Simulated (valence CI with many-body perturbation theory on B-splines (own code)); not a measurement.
E1 line list for Te XL

Method: valence CI with perturbative core correlation (CI+MBPT): three valence electrons over a frozen Dirac-Fock core [Ne], a basis of 11 s, 11 p, 10 d, 8 f, 5 g, 2 h functions for each j, with the one-electron correlation potential Σ1, the two-electron term Σ2, the three-electron term Σ3, Breit, model QED; selected CI, second order for the rest, scaled by the run's own slope (own B-spline code, finite nucleus).

The last digits are not significant, and no measured levels were compared; by estimate large intervals hold to a few tenths of a per cent, small ones and those within an open d or f shell to about a per cent.

Lines 101 to 150 of 571 in falling wavelength, among levels below 11010 × 10³ cm⁻¹, chosen from the strongest by gf and those to the six lowest levels. Wavelengths and rates use the calculated energies. Electric multipoles are in the length gauge, E1 and E2 with the static RPA response of the core. Weak lines are less certain than strong ones. Lines between different terms over intervals too small for the method are left out, as are lines whose strength nearly cancels. Where a level lies close to another of its J and parity, the split of strength between their lines is uncertain. The highest levels of a list are the least certain.

Levels are named by their leading jj configuration (3d3/2^4 stands for four electrons in 3d with j = 3/2), which in mixed levels can hold well under half, so a name can repeat and another be missing. Letters in brackets count levels of one name in rising energy.

```tsv
λ vac (nm)	Upper	Lower	A (s⁻¹)	S (a.u.)
8.398	(3p1/2 3d5/2^2) J=9/2	(3p1/2 3p3/2 3d5/2) J=7/2 [b]	5.32e+10	1.55e-01
8.380	(3d5/2^3) J=9/2	(3p3/2 3d3/2 3d5/2) J=9/2 [b]	1.78e+10	5.18e-02
8.357	(3p1/2 3d3/2 3d5/2) J=7/2 [b]	(3p1/2 3p3/2 3d5/2) J=5/2 [a]	1.30e+10	3.01e-02
8.348	(3s 3p1/2 3p3/2) J=3/2 [a]	(3s^2 3p1/2) J=1/2	3.94e+08	4.52e-04
8.342	(3p3/2 3d3/2 3d5/2) J=5/2 [b]	(3s 3d5/2^2) J=5/2	3.54e+10	6.09e-02
8.320	(3d3/2^2 3d5/2) J=5/2 [a]	(3p3/2 3d3/2^2) J=5/2	1.46e+10	2.49e-02
8.311	(3p3/2 3d3/2 3d5/2) J=7/2 [c]	(3p3/2^2 3d3/2) J=5/2	9.41e+10	2.13e-01
8.296	(3p1/2 3d5/2^2) J=7/2	(3p1/2 3p3/2 3d5/2) J=7/2 [b]	1.52e+10	3.43e-02
8.285	(3d3/2 3d5/2^2) J=7/2 [b]	(3p3/2 3d3/2 3d5/2) J=5/2 [c]	3.53e+10	7.92e-02
8.270	(3d3/2 3d5/2^2) J=11/2	(3p3/2 3d3/2 3d5/2) J=11/2	4.25e+10	1.42e-01
8.265	(3d3/2 3d5/2^2) J=11/2	(3p3/2 3d5/2^2) J=9/2	1.48e+10	4.96e-02
8.255	(3p3/2 3d5/2^2) J=3/2 [a]	(3s 3d5/2^2) J=1/2	3.08e+10	3.43e-02
8.237	(3s 3p1/2 3d5/2) J=5/2 [a]	(3s 3p1/2 3p3/2) J=5/2	2.11e+08	3.49e-04
8.236	(3s 3p3/2 3d3/2) J=7/2	(3s 3p3/2^2) J=5/2	1.33e+10	2.94e-02
8.229	(3d3/2 3d5/2^2) J=5/2 [a]	(3p3/2 3d3/2 3d5/2) J=3/2 [c]	5.64e+10	9.30e-02
8.221	(3s 3p1/2 3d3/2) J=3/2 [b]	(3s 3p1/2 3p3/2) J=5/2	1.62e+08	1.78e-04
8.214	(3d3/2 3d5/2^2) J=7/2 [a]	(3p3/2 3d3/2 3d5/2) J=5/2 [b]	4.67e+10	1.02e-01
8.212	(3d3/2 3d5/2^2) J=3/2 [b]	(3p3/2 3d3/2 3d5/2) J=1/2 [b]	7.81e+10	8.54e-02
8.206	(3p3/2^2 3d5/2) J=7/2	(3s 3p3/2 3d5/2) J=7/2 [a]	3.75e+10	8.19e-02
8.196	(3d3/2^2 3d5/2) J=5/2 [b]	(3p3/2 3d3/2 3d5/2) J=3/2 [b]	5.26e+10	8.58e-02
8.193	(3d3/2^2 3d5/2) J=9/2	(3p3/2 3d3/2 3d5/2) J=7/2 [a]	1.75e+10	4.75e-02
8.190	(3p3/2 3d3/2 3d5/2) J=1/2 [b]	(3s 3d5/2^2) J=1/2	8.71e+10	4.72e-02
8.186	(3p3/2 3d3/2 3d5/2) J=5/2 [d]	(3p3/2^2 3d3/2) J=3/2 [b]	1.25e+11	2.02e-01
8.177	(3p3/2 3d3/2 3d5/2) J=3/2 [d]	(3p3/2^2 3d3/2) J=3/2 [b]	3.52e+10	3.80e-02
8.173	(3p3/2 3d5/2^2) J=5/2 [a]	(3s 3d5/2^2) J=3/2	3.75e+10	6.06e-02
8.153	(3p1/2 3d5/2^2) J=5/2	(3p1/2 3p3/2 3d5/2) J=7/2 [b]	2.14e+10	3.44e-02
8.145	(3d3/2 3d5/2^2) J=9/2	(3p3/2 3d3/2 3d5/2) J=7/2 [b]	9.29e+09	2.48e-02
8.141	(3d3/2 3d5/2^2) J=7/2 [b]	(3p3/2 3d5/2^2) J=7/2 [a]	4.81e+10	1.02e-01
8.139	(3d3/2^2 3d5/2) J=7/2	(3p3/2 3d3/2^2) J=7/2	3.43e+10	7.30e-02
8.108	(3d3/2^2 3d5/2) J=5/2 [a]	(3p3/2 3d3/2^2) J=3/2	4.30e+10	6.79e-02
8.107	(3p3/2 3d5/2^2) J=7/2 [a]	(3p3/2^2 3d5/2) J=9/2	1.45e+10	3.06e-02
8.100	(3d5/2^3) J=5/2	(3p3/2 3d5/2^2) J=5/2 [b]	8.98e+10	1.41e-01
8.084	(3p1/2 3d3/2 3d5/2) J=5/2 [a]	(3p1/2 3p3/2 3d3/2) J=3/2 [a]	2.87e+10	4.49e-02
8.070	(3p1/2 3p3/2 3d5/2) J=7/2 [b]	(3p1/2 3p3/2^2) J=5/2	1.03e+11	2.14e-01
8.063	(3p1/2 3p3/2 3d5/2) J=5/2 [b]	(3p1/2 3p3/2^2) J=3/2	1.63e+11	2.53e-01
8.060	(3d3/2^2 3d5/2) J=9/2	(3p3/2 3d3/2^2) J=7/2	6.95e+10	1.80e-01
8.059	(3d3/2^2 3d5/2) J=9/2	(3p3/2 3d3/2 3d5/2) J=9/2 [a]	3.05e+10	7.89e-02
8.040	(3p3/2 3d3/2 3d5/2) J=3/2 [d]	(3p3/2^2 3d3/2) J=1/2 [b]	1.57e+11	1.61e-01
8.036	(3d3/2^2 3d5/2) J=7/2	(3p3/2 3d3/2^2) J=5/2	7.58e+10	1.55e-01
8.020	(3p1/2 3d3/2 3d5/2) J=7/2 [a]	(3p1/2 3p3/2 3d3/2) J=5/2 [a]	3.34e+10	6.81e-02
8.017	(3p3/2^2 3d3/2) J=3/2 [a]	(3s 3p3/2 3d3/2) J=1/2 [b]	4.02e+10	4.09e-02
7.996	(3d5/2^3) J=5/2	(3p3/2 3d5/2^2) J=7/2 [b]	5.38e+10	8.15e-02
7.995	(3p3/2 3d3/2 3d5/2) J=5/2 [c]	(3p3/2^2 3d3/2) J=7/2	1.80e+10	2.72e-02
7.993	(3p1/2 3d3/2 3d5/2) J=7/2 [b]	(3p1/2 3p3/2 3d3/2) J=5/2 [b]	6.40e+10	1.29e-01
7.972	(3p3/2^2 3d5/2) J=5/2 [b]	(3p3/2^3) J=3/2	2.10e+11	3.15e-01
7.958	(3p3/2 3d5/2^2) J=3/2 [b]	(3p3/2^2 3d5/2) J=3/2	2.27e+11	2.25e-01
7.954	(3d5/2^3) J=3/2	(3p3/2 3d5/2^2) J=1/2	5.14e+10	5.11e-02
7.950	(3p1/2^2 3d5/2) J=5/2	(3p1/2^2 3p3/2) J=3/2	2.48e+10	3.70e-02
7.946	(3d3/2 3d5/2^2) J=3/2 [a]	(3p3/2 3d3/2 3d5/2) J=3/2 [b]	4.56e+10	4.52e-02
7.945	(3s 3p1/2 3d5/2) J=7/2	(3s 3p1/2 3p3/2) J=5/2	3.43e+10	6.79e-02
```
